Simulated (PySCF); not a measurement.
Si(Me)2 cation (C2H6Si), SMILES C[Si]C (connectivity only; charge and spin as stated), charge +1, multiplicity 2.

Geometry: PBE-D3(BJ)/def2-TZVP. The spin state was assumed, not searched. The isomer is the one that the SMILES or the coordinates give; other isomers of the formula were not compared.

Two levels are set side by side: PBE/def2-TZVPD (PySCF) and B3LYP/def2-TZVPD (PySCF). Same geometry, gas phase. Differences are taken from unrounded values.

```json
[
 {"quantity": "α-spin orbital gap (eV)", "B3LYP": "3.80", "PBE": "2.13", "PBE minus B3LYP": "-1.67"},
 {"quantity": "β-spin orbital gap (eV)", "B3LYP": "5.50", "PBE": "4.01", "PBE minus B3LYP": "-1.49"},
 {"quantity": "mean polarisability (bohr³)", "B3LYP": "47.4", "PBE": "48.5", "PBE minus B3LYP": "1.1"}
]
```

Rough cost on one machine, each run with all the roots and properties that it gave: B3LYP against PBE within a factor of 2.
